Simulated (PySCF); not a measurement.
## Cr²⁺: excitation energy

Cr²⁺ [Ar] 3d4 (5D) → Cr²⁺ [Ar] 3d3 4p1 (high-spin determinant), as a difference of total energies. Calculation: PySCF 2.14, in x2c-TZVPPall with one added diffuse shell each of s, p, d, f type (7s6p5d3f1g, 80 functions); scalar relativity by spin-free X2C-1e. Correlated levels: valence: [Ar] frozen. The calculations carry no spin-orbit coupling.

```csv
method,excitation energy (eV)
UHF,11.035
MP2 (valence),11.468
SCS-MP2 (valence),11.179
CCSD (valence),11.455
CCSD(T) (valence),11.447
```

Question: How much does correlation contribute at CCSD(T) (valence)?

Answer: 11.447 − (11.035) = 0.412 eV, measured against UHF.

The determinant of the upper state mixes LS terms, which raises its energy above the lowest term, most at the Hartree-Fock and MP2 levels.
